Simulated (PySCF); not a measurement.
# Pt⁶⁴⁺ (platinum, charge +64): Hartree-Fock from Schrödinger to Dirac-Coulomb-Breit

Occupied: 1s1/2, 2s1/2, 2p1/2, 2p3/2, 3s1/2, 3p1/2. Hartree-Fock calculated with PySCF 2.14 in an even-tempered Gaussian basis (16 s from 9.4 bohr⁻², ratio 2.7; 14 p from 11 bohr⁻², ratio 2.7), Gaussian nucleus throughout. NR is non-relativistic, sf-X2C the spin-free one-electron X2C Hamiltonian, X2C adds the bare one-electron spin-orbit term, X2C-SNSO screens it by Boettger's factors, DC is four-component Dirac-Coulomb, and the Gaunt and Breit terms are added at first order (total energies over the DC spinors, levels after relaxing the spinors in that mean field). QED terms are absent. Levels marked empty are virtual spinors of this ion; the basis has s and p functions only, so 3d, which can lie below the n = 4 levels, is absent.

```json
{"level (eV)": "1s1/2", "X2C": "-84217.5", "X2C-SNSO": "-84219.6"}
{"level (eV)": "2s1/2", "X2C": "-19145.2", "X2C-SNSO": "-19145.9"}
{"level (eV)": "2p1/2", "X2C": "-18648.7", "X2C-SNSO": "-18608.2"}
{"level (eV)": "2p3/2", "X2C": "-16800.5", "X2C-SNSO": "-16813.3"}
{"level (eV)": "3s1/2", "X2C": "-7697.6", "X2C-SNSO": "-7697.9"}
{"level (eV)": "3p1/2", "X2C": "-7528.4", "X2C-SNSO": "-7517.9"}
{"level (eV)": "3p3/2 (empty)", "X2C": "-6913.7", "X2C-SNSO": "-6917.2"}
{"level (eV)": "4s1/2 (empty)", "X2C": "-4012.4", "X2C-SNSO": "-4012.5"}
```

Q: Where do the four-component calculations put these levels?

A: 1s1/2: DC -84320.7, DC+Gaunt -84027.5, DC+Breit -84047.5; 2s1/2: DC -19160.9, DC+Gaunt -19127.9, DC+Breit -19130.5; 2p1/2: DC -18618.7, DC+Gaunt -18562.9, DC+Breit -18568.3; 2p3/2: DC -16823.7, DC+Gaunt -16787.9, DC+Breit -16793.2; 3s1/2: DC -7701.5, DC+Gaunt -7693.2, DC+Breit -7694.2; 3p1/2: DC -7520.7, DC+Gaunt -7506.2, DC+Breit -7508.1; 3p3/2 (empty): DC -6919.4, DC+Gaunt -6910.5, DC+Breit -6912.3; 4s1/2 (empty): DC -4013.7, DC+Gaunt -4010.7, DC+Breit -4011.1 (eV).

```tsv
Hamiltonian	E (hartree)	E − E(DC) (hartree)	CPU seconds
X2C	-13597.1177	4.9934	0.2
X2C-SNSO	-13595.0945	7.0166	0.21
DC	-13602.1111	0.0000	8.2
DC+Gaunt	-13583.4991	18.6120	14
DC+Breit	-13585.1669	16.9442	43
```

Weight of the small component: 1s1/2 0.0875, 2s1/2 0.0205, 2p1/2 0.0205, 2p3/2 0.0183, 3s1/2 0.00794, 3p1/2 0.00788, 3p3/2 0.00726, 4s1/2 0.00376.

Koopmans' value for the highest occupied level at DC+Breit: 7508.1 eV, against an ionisation energy of 7512 ± 24 eV (theoretical estimate listed by NIST; NIST Atomic Spectra Database, ionization energies); the former lacks relaxation, correlation, QED and recoil.

The whole ladder took 67 s of wall time on 1 thread of AMD EPYC 9R14 (shared host), launched as `OMP_NUM_THREADS=1 python relrun2.py TASK.json OUT` (a driver that calls PySCF for each Hamiltonian).
